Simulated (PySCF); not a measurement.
Compound: C3H7BO5S.
SMILES: `O=S(=O)(O)[C@H]1CCOBO1`

Computed, not measured: TDDFT CAM-B3LYP/def2-SVPD, vertical, gas phase, core orbitals frozen in the response (PySCF). One conformer (not necessarily the lowest) at the PBE0-D3(BJ)/def2-SVP geometry, without solvent, vibrations or thermal averaging.

**Question.** List the vertical singlet excitations with oscillator strengths and describe the spectrum.

**Answer.** 

```csv
state,E (eV),E (kJ/mol),λ (nm),f,|μ| (D),"main configurations (H = HOMO, L = LUMO)"
S1,7.95,767,156.0,0.019,0.79,H→L (74%)
S2,8.04,776,154.2,0.052,1.31,"H→L+1 (61%), H→L (9%)"
S3,8.24,795,150.4,0.016,0.71,"H-1→L (57%), H-2→L+1 (10%)"
S4,8.27,798,149.9,0.021,0.81,"H-1→L+1 (29%), H-2→L (26%), H-2→L+1 (18%)"
S5,8.54,824,145.3,0.020,0.79,"H-2→L (36%), H-1→L (16%), H-2→L+1 (9%)"
S6,8.63,833,143.6,0.014,0.66,"H→L+4 (22%), H-3→L (10%), H→L+5 (9%)"
S7,8.72,841,142.2,0.016,0.69,"H-3→L (34%), H→L+2 (18%)"
S8,8.78,847,141.3,0.0032,0.31,H-4→L (24%)
S9,8.82,851,140.6,0.013,0.62,H-5→L+1 (47%)
S10,8.91,860,139.2,0.019,0.75,"H-1→L+4 (14%), H-1→L+5 (8%)"
```

Triplets, Tamm–Dancoff:

```tsv
state	E (eV)	λ (nm)	main configurations (H = HOMO, L = LUMO)
T1	7.31	169.5	H→L+1 (26%), H-2→L+1 (21%), H-1→L+1 (10%)
T2	7.62	162.6	H→L (63%)
T3	7.80	159.0	H-5→L+1 (14%), H-4→L+1 (14%), H→L+1 (13%)
T4	7.94	156.2	H-1→L (31%), H-2→L (21%)
```

The lowest singlet lies at 7.95 eV (156 nm, vacuum ultraviolet) and is weak; its leading configuration is HOMO→LUMO (74%). The strongest level in the table is S2 at 8.04 eV (154 nm, f = 0.052). Löwdin shares by element: HOMO oxygen 58% or more (atoms not listed hold the other 42%); LUMO boron 23%, sulfur 16%, oxygen 14% or more, hydrogen 9% or more (atoms not listed hold the other 38%). Of the 10 states listed, 9 reach f = 0.01 and none stays under 0.0005. The listed states span 0.96 eV, and the widest gap between neighbours is 0.26 eV (S4 to S5). Weighted by f, the mean energy of these states is 8.37 eV. The vertical ionisation energy (ΔSCF) is 11.18 eV, 2.28 eV above S10. Only the lowest 10 singlets were computed, as vertical energies without vibronic structure.
